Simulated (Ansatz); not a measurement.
Cost and result up the ladder for GaH2(vinyl) (C₂H₅Ga) (8 atoms). Charge 0, multiplicity 1. Geometry: B3LYP-D4/def2-TZVP.

Cartesian coordinates in Å:
```
Ga -1.431 0.399 -0.229
H -2.794 0.415 0.549
H -1.328 0.915 -1.711
C 0.218 -0.263 0.597
C 1.371 -0.275 -0.078
H 0.225 -0.634 1.620
H 1.439 0.080 -1.101
H 2.300 -0.636 0.354
```

Ansatz on 4 threads of Arm Neoverse V2 on a shared host. Times are rough, and most runs start from the orbitals of an earlier one. ωB97M-V/def2-TZVP serves as the yardstick here, not as an exact answer. Differences are given only for rows in sets of like size (and for xTB, whose basis is part of the method), since another set adds its own error. Binding counts from free atoms at the same level (Ga doublet, H doublet, C triplet; other spins of the atoms weren't run), without zero-point energy or a counterpoise term.

The 6-31G sets use Cartesian d functions. LC-ωPBE has ω = 0.4 bohr⁻¹. B3LYP takes the VWN-RPA correlation. Correlated methods freeze 11 core orbitals; core or outer-core shells of Ga are correlated, in sets that lack core-valence functions.

Correlated methods converge slowly with the basis.

```json
{"level": "HF/6-31G", "functions": "57", "wall time": "0.3 s", "binding energy per atom (eV)": "2.54", "difference from ωB97M-V/def2-TZVP (eV)": "–"}
{"level": "PBE-D4/def2-SVP", "functions": "85", "wall time": "0.55 s", "binding energy per atom (eV)": "3.56", "difference from ωB97M-V/def2-TZVP (eV)": "–"}
{"level": "B3LYP-D4/6-31G", "functions": "57", "wall time": "0.65 s", "binding energy per atom (eV)": "3.49", "difference from ωB97M-V/def2-TZVP (eV)": "–"}
{"level": "HF/def2-TZVP", "functions": "140", "wall time": "0.7 s", "binding energy per atom (eV)": "2.63", "difference from ωB97M-V/def2-TZVP (eV)": "-0.88"}
{"level": "PBE0-D4/def2-SVP", "functions": "85", "wall time": "0.8 s", "binding energy per atom (eV)": "3.53", "difference from ωB97M-V/def2-TZVP (eV)": "–"}
{"level": "PBE-D4/def2-TZVP", "functions": "140", "wall time": "0.95 s", "binding energy per atom (eV)": "3.55", "difference from ωB97M-V/def2-TZVP (eV)": "0.04"}
{"level": "BLYP-D4/def2-TZVP", "functions": "140", "wall time": "0.95 s", "binding energy per atom (eV)": "3.48", "difference from ωB97M-V/def2-TZVP (eV)": "-0.03"}
{"level": "revPBE-D4/def2-TZVP", "functions": "140", "wall time": "0.96 s", "binding energy per atom (eV)": "3.47", "difference from ωB97M-V/def2-TZVP (eV)": "-0.03"}
{"level": "MP2/def2-TZVP", "functions": "140", "wall time": "0.96 s", "binding energy per atom (eV)": "3.42", "difference from ωB97M-V/def2-TZVP (eV)": "-0.08"}
{"level": "PBE0-D4/def2-TZVP", "functions": "140", "wall time": "1.3 s", "binding energy per atom (eV)": "3.51", "difference from ωB97M-V/def2-TZVP (eV)": "0.00"}
{"level": "LC-ωPBE/def2-TZVP (with forces)", "functions": "140", "wall time": "1.5 s", "binding energy per atom (eV)": "3.50", "difference from ωB97M-V/def2-TZVP (eV)": "0.00"}
{"level": "r2SCAN-D4/def2-TZVP", "functions": "140", "wall time": "2.1 s", "binding energy per atom (eV)": "3.52", "difference from ωB97M-V/def2-TZVP (eV)": "0.01"}
{"level": "ωB97M-V/def2-TZVP", "functions": "140", "wall time": "3.8 s", "binding energy per atom (eV)": "3.50", "difference from ωB97M-V/def2-TZVP (eV)": "0.00"}
{"level": "CCSD(T)/def2-TZVPP", "functions": "180", "wall time": "27 s", "binding energy per atom (eV)": "3.46", "difference from ωB97M-V/def2-TZVP (eV)": "-0.05"}
```
